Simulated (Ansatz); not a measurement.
`[OH][SnH]([Cl])[SiH2]F` → `F[SiH2]`• + `[OH][SnH][Cl]`•  (homolysis of the Si–Sn bond)

Isolated molecules relaxed with PBE0-D4/def2-TZVP in Ansatz; ΔE leaves out vibrations. CBS: MP2 limit from def2 TZ/QZ plus the TZ coupled-cluster correction, frozen cores. This one scheme is used for every species. DFT in def2-TZVPP. B3LYP here is the variant with VWN-RPA as its local correlation; programs differ in this. No spin–orbit coupling; open shells (•) take unrestricted orbitals. Elements past krypton have def2 core potentials. For Sn outer-core shells are correlated without core-valence functions, which leaves a few kJ/mol of doubt a bond. Each species was taken in one conformer, which may not be the lowest.

Q: What is ΔE at CCSD(T)/CBS? (An estimate is asked.)

A: Computed: +285.2 kJ/mol.

Q: What do these levels give: PBE-D4, r2SCAN-D4, PBE0-D4, B2PLYP, PBE0, B3LYP, HF/def2-TZVPP, SCS-MP2/def2-TZVPP, CCSD/def2-TZVPP, HF/def2-QZVPP, MP2/def2-QZVPP, MP2/CBS(def2)? (Estimate.)

A: Computed: PBE-D4 251.8, r2SCAN-D4 247.2, PBE0-D4 262.0, B2PLYP 254.1, PBE0 254.4, B3LYP 238.3, HF/def2-TZVPP 193.3, SCS-MP2/def2-TZVPP 275.9, CCSD/def2-TZVPP 266.4, HF/def2-QZVPP 192.2, MP2/def2-QZVPP 283.5, MP2/CBS(def2) 289.8 kJ/mol.

Largest T1 diagnostic among the species: 0.017.

The D4 term adds +13.5 kJ/mol with B3LYP and +7.7 kJ/mol with PBE0; it sums over pairs of atoms, weighted by their polarisabilities, and B3LYP, whose exchange is more repulsive, gets the larger term. In def2-TZVPP, CCSD(T) changes the Hartree–Fock value by +78.0 kJ/mol (the triples alone add +4.9 kJ/mol) and MP2 by +82.6 kJ/mol; breaking electron pairs costs correlation energy, which Hartree–Fock lacks. From PBE to PBE0 (25 % exact exchange), in def2-TZVPP and without D4, ΔE moves by +11.0 kJ/mol.
